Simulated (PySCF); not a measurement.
SMILES N#Cc1ccc([SeH])cc1, singlet (GFN2-xTB optimised geometry):

```
14

N     -1.974    -3.549     0.005
C     -1.400    -2.557     0.002
C     -0.692    -1.334     0.000
C     -1.390    -0.124    -0.001
C     -0.701     1.070    -0.001
C      0.690     1.067     0.000
Se     1.692     2.692     0.001
C      1.388    -0.137     0.000
C      0.704    -1.334     0.000
H     -2.470    -0.130    -0.002
H     -1.242     2.006    -0.002
H      0.525     3.549     0.000
H      2.470    -0.129     0.000
H      1.239    -2.271     0.000
```

Computed with B3LYP/def2-TZVP run with PySCF 2.14.0.

Task: What are the frontier orbital energies and the dipole moment?

Result: HOMO-2 -8.35 eV, HOMO-1 -8.04 eV, HOMO -6.59 eV, LUMO -1.81 eV, LUMO+1 -1.27 eV; dipole moment 4.40 D.

Meta-Löwdin charges at B3LYP/def2-TZVP: N1 -0.23, C2 0.11, C3 -0.04, C4 -0.09, C5 -0.12, C6 -0.07, Se7 0.07, C8 -0.12, C9 -0.08, H10 0.14, H11 0.12, H12 0.06, H13 0.12, H14 0.14.
